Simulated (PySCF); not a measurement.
The PySCF input:
```python
from pyscf import gto, scf, cc

mol = gto.Mole()
mol.atom = '''
    O    -1.14257544   -0.76938954   -0.03182750
    B    -0.00770897   -0.03931797   -0.00346985
    O    -0.11414081    1.32224772    0.13027114
    O     1.17041255   -0.70476858   -0.10979414
    H    -1.93446708   -0.23864193    0.04760011
    H     0.69661442    1.82756308    0.14897985
    H     1.96682712   -0.17704808   -0.08842676
'''
mol.basis = 'sto-3g'
mol.verbose = 3
mol.build()

mf = scf.RHF(mol)
mf.kernel()

mycc = cc.CCSD(mf, frozen=4)
mycc.kernel()
et = mycc.ccsd_t()
print('E(CCSD(T)) = %.10f' % (mycc.e_tot + et))
```

Question: Predict the total energy from CCSD(T)/STO-3G run with PySCF.

Answer: -247.9629 Eh

Question: Estimate the SCF-reference Mulliken (on the basis functions themselves) charges in atom order that CCSD(T)/STO-3G returns for this input.

Answer: O1 -0.39, B2 0.59, O3 -0.41, O4 -0.40, H5 0.21, H6 0.20, H7 0.20

Question: Give the number of basis functions at the level CCSD(T)/STO-3G.

Answer: 23
